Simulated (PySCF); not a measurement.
A calculated (UHF, PySCF 2.14, Sapporo-DKH3-DZP-2012, the spin-free X2C one-electron Hamiltonian (Gaussian nucleus)) atom or ion has these occupied shells.

```tsv
shell	electrons	orbital energy (eV)	rms radius, mean of both spins (bohr)
1s α	1	-15305.9	0.0464
1s β	1	-15305.7	0.0464
2s α	1	-2128.0	0.192
2s β	1	-2127.9	0.192
2p α	3	-1883.9	0.171
2p β	3	-1883.7	0.171
3s α	1	-361.63	0.543
3s β	1	-361.27	0.543
3p α	3	-280.71	0.557
3p β	3	-280.23	0.557
3d α	5	-146.26	0.577
3d β	5	-146.01	0.577
4s α	1	-61.906	1.53
4s β	1	-58.267	1.53
4p α	3	-40.499	1.76
4p β	2	-38.959	1.76
```

Q: Name the element and its charge.

A: Rb²⁺ (rubidium, charge +2), in [Ar] 3d10 4s2 4p5, 2P determinant.
